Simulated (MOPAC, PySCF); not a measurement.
AlClI2, SMILES `[I][Al]([I])[Cl]`, neutral singlet in the gas phase. 

Z-matrix (Å, degrees):
```
Al
Cl 1 2.0784
I 1 2.4446 2 119.52
I 1 2.4446 2 119.52 3 -180.00
```
Charge 0, spin multiplicity 1.

All levels are single points at this geometry (PBE0-D3(BJ)/def2-TZVP); Pople sets use spherical d functions. Orbital energies aren't observables, and empty levels follow the basis.

ωB97X-D3(BJ)/def2-TZVP in PySCF gives HOMO (eV) = -10.20.

**Question.** Estimate the HOMO (eV) from each of these levels: B3LYP/6-311+G** (LANL2DZ on I) in PySCF; B3LYP/6-31G* (LANL2DZ on I) in PySCF; M06-2X/6-31G* (LANL2DZ on I) in PySCF; PBE/6-31G* (LANL2DZ on I) in PySCF; PM6 in MOPAC.

**Answer.** 
```
level                                    HOMO (eV)
---------------------------------------  ---------
B3LYP/6-311+G** (LANL2DZ on I) in PySCF      -7.80
B3LYP/6-31G* (LANL2DZ on I) in PySCF         -7.77
M06-2X/6-31G* (LANL2DZ on I) in PySCF        -8.94
PBE/6-31G* (LANL2DZ on I) in PySCF           -6.92
PM6 in MOPAC                                -10.16
```
